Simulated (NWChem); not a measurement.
System: GaNH$_{4}$O; SMILES [NH2][GaH][OH]

Excerpt of the output:

```
             Northwest Computational Chemistry Package (NWChem) 7.3.0
             --------------------------------------------------------

 C1  symmetry detected

                             Geometry "geometry" -> ""
                             -------------------------

 Output coordinates in angstroms (scale by  1.889725989 to convert to a.u.)

  No.       Tag          Charge          X              Y              Z
 ---- ---------------- ---------- -------------- -------------- --------------
    1 Ga                  31.0000    -0.29904603    -0.02969805     0.00228881
    2 H                    1.0000    -1.78751983    -0.29430235    -0.04058347
    3 O                    8.0000     0.54077876    -1.51375606    -0.00873734
    4 H                    1.0000     1.38405162    -1.95484753    -0.02950644
    5 N                    7.0000     0.54147032     1.59014273    -0.04445458
    6 H                    1.0000     1.49586457     1.68022228     0.28598719
    7 H                    1.0000     0.06150822     2.46861640     0.09423037

 Effective nuclear repulsion energy (a.u.)     198.7150781011

                                Z-matrix (autoz)
                                --------

 Units are Angstrom for bonds and degrees for angles

[...]

      ----------------------
      Optimization converged
      ----------------------

  Step       Energy      Delta E   Gmax     Grms     Xrms     Xmax
  ---- ---------------- -------- -------- -------- -------- --------
@   15   -2056.52798884 -1.6D-07  0.00007  0.00003  0.00047  0.00134
                                     ok       ok       ok       ok

                                Z-matrix (autoz)
                                --------

 Units are Angstrom for bonds and degrees for angles

[...]

 Rotational Constants
 --------------------
 A=   0.633758 cm-1  (  0.911816 K)
 B=   0.204919 cm-1  (  0.294826 K)
 C=   0.154850 cm-1  (  0.222790 K)

 Temperature                      =   298.15K
 frequency scaling parameter      =   1.0000

 Zero-Point correction to Energy  =   28.552 kcal/mol  (  0.045501 au)
 Thermal correction to Energy     =   31.998 kcal/mol  (  0.050991 au)
 Thermal correction to Enthalpy   =   32.590 kcal/mol  (  0.051935 au)

 Total Entropy                    =   72.566 cal/mol-K
   - Translational                =   39.787 cal/mol-K (mol. weight = 102.9550)
   - Rotational                   =   23.888 cal/mol-K (symmetry #  =        1)
   - Vibrational                  =    8.891 cal/mol-K

 Cv (constant volume heat capacity) =   18.257 cal/mol-K
   - Translational                  =    2.979 cal/mol-K
   - Rotational                     =    2.979 cal/mol-K
   - Vibrational                    =   12.298 cal/mol-K

[normal modes left out]

 ----------------------------------------------------------------------------
 Normal Eigenvalue ||           Projected Infra Red Intensities
  Mode   [cm**-1]  || [atomic units] [(debye/angs)**2] [(KM/mol)] [arbitrary]
 ------ ---------- || -------------- ----------------- ---------- -----------
    1       -0.000 ||    0.000015           0.000         0.015       0.003
    2       -0.000 ||    0.001074           0.025         1.047       0.226
    3       -0.000 ||    0.004621           0.107         4.505       0.972
    4        0.000 ||    0.000006           0.000         0.006       0.001
    5        0.000 ||    0.002006           0.046         1.956       0.422
    6        0.000 ||    0.000653           0.015         0.636       0.137
    7      190.244 ||    0.012743           0.294        12.423       2.681
    8      220.882 ||    0.204776           4.724       199.626      43.082
    9      307.282 ||    0.135430           3.124       132.024      28.493
   10      354.201 ||    0.020030           0.462        19.526       4.214
   11      526.417 ||    0.001705           0.039         1.662       0.359
   12      556.738 ||    0.028440           0.656        27.725       5.983
   13      693.557 ||    0.026459           0.610        25.794       5.567
   14      727.310 ||    0.195692           4.515       190.770      41.171
   15      738.699 ||    0.030519           0.704        29.752       6.421
   16      804.940 ||    0.093342           2.153        90.995      19.638
   17     1522.156 ||    0.028433           0.656        27.718       5.982
   18     2055.263 ||    0.104438           2.409       101.811      21.972
   19     3626.588 ||    0.025767           0.594        25.119       5.421
   20     3733.726 ||    0.032633           0.753        31.812       6.865
   21     3923.949 ||    0.049383           1.139        48.141      10.389
 ----------------------------------------------------------------------------
```

Level: PBE0/def2-SVP. 

Question: Write an input that gives this output.

Answer: Several could match; the one computed here: the input that was run:
```
start job
memory heap 200 mb stack 900 mb global 1100 mb
geometry units angstroms
  Ga    -0.163164    -0.209603    -0.014204
  H     -0.908876    -1.524841    -0.052549
  O      1.333513    -0.429618     0.772820
  H      2.159108    -0.040675     1.043409
  N     -0.666790     1.373586    -0.770782
  H     -0.266482     2.246094    -0.444197
  H     -1.598444     1.550080    -1.120330
end
basis spherical
  * library def2-svp
end
dft
  xc pbe0
  iterations 150
end
driver
  maxiter 120
end
task dft optimize
task dft freq
```
